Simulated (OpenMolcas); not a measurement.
Fe3+ among 5 point charges of -2 e arranged as a trigonal bipyramid (D3h), 1.66 Å from the ion, with the axial distance 1.693 Å.

| Quantity | Value |
| --- | --- |
| Program | OpenMolcas |
| Method | CASSCF |
| Basis | ANO-RCC-VDZP [5s4p2d1f] |
| Scalar Hamiltonian | DKH2, point nucleus |
| Active space | 5 electrons in 5 orbitals (3d) |
| State averaging | 2S+1 = 6 even, 1 root; 2S+1 = 4 even, 24 roots; 2S+1 = 2 even, 75 roots |
| Spin-orbit coupling | RASSI with atomic mean-field integrals over the reference wave functions |

(1) What is the spin-free ground state (labels of D3, the rotations of D3h)?

(2) What are the lowest two levels with spin-orbit coupling?

(3) What is χT at 300 K, and how does it compare with the textbook value?

Answers

(1) 6A1, 1-fold in its orbital part, 100 % from free-ion S terms; it has the highest spin that d5 allows.

(2) A 2-fold level E1/2 with g = 0.00, 0.00, 10.01, then a 2-fold level E3/2 1.0 cm-1 above it. Their leading multiplicities are 6 (100 %) and 6 (100 %).

(3) The lowest level has 2S+1 = 6, for which the spin-only value is χT = S(S+1) / 2 = 4.375 cm3 K/mol (g = 2). The computed 4.386 at 300 K differs by +0.011, little more than the free-electron g of 2.0023 accounts for.

Without dynamic correlation the repulsion within the d shell is too large (B by tens of per cent), so at a given field states of lower spin stand too high. Point charges carry no covalency, so the field is a model and not that of real ligands. No measured value stands beside these numbers.
